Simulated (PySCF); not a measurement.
C₃H₇FMg. Atoms are numbered in the order given.

```xyz
12

Mg    -1.0812     0.1049     0.0000
F     -2.8479    -0.1395     0.0000
C      1.0213     0.3987     0.0000
C      1.6767    -0.1648     1.2700
C      1.6767    -0.1648    -1.2700
H      1.1609     1.5048     0.0000
H      2.7784     0.0179     1.2766
H      1.5474    -1.2659     1.3575
H      1.2726     0.2861     2.2010
H      1.2726     0.2861    -2.2010
H      2.7784     0.0179    -1.2766
H      1.5474    -1.2659    -1.3575
```

Geometry optimised at PBE-D3(BJ)/def2-SVP. The structure was generated by enumeration; whether it is a known compound was not checked. Other conformers were not sampled.

Method: M06-2X/def2-TZVP run with PySCF.

Isolated molecule, no solvent.

```json
{
  "total_energy": "-418.47125 hartree",
  "point_group": "Cs",
  "highest_occupied_level": "-7.76 eV",
  "lowest_empty_level": "-0.84 eV",
  "orbital_gap": "6.92 eV",
  "dipole_moment": "2.38 D",
  "quadrupole, principal values (traceless, Buckingham form, about the centre of nuclear charge)": "-19.27, 9.09, 10.18 D·Å",
  "mean_static_polarisability": "62.2 bohr³ (9.22 Å³)",
  "polarisability_principal_values": "51.7, 59.8, 75.2 bohr³"
}
```
